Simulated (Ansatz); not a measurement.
## Ansatz (development build ahead of 0.2.0) run

```yaml
crystal:
  periodic: [false, false, false]
  atoms:
    - { symbol: Be, position_ang: [0.0, 0.0, 1.8957] }
    - { symbol: B, position_ang: [0.0, 0.0, 0.0] }
    - { symbol: Si, position_ang: [1.7785, 0.0, 1.0268] }
basis:
  gaussian: { orbitals: STO-3G }
magnetization:
  spin_polarized: true
  initial_magnetization: 1
hamiltonian:
  xc: hf
```

The input is written out in the form of the current development build from the run's settings.

Output:

```yaml
Converged: yes
Total_energy: -324.16218 hartree
Spin_squared_of_the_determinant: 2.068
Stability_test: minimum
```

Caution: the unrestricted determinant is a mixture of spin states.
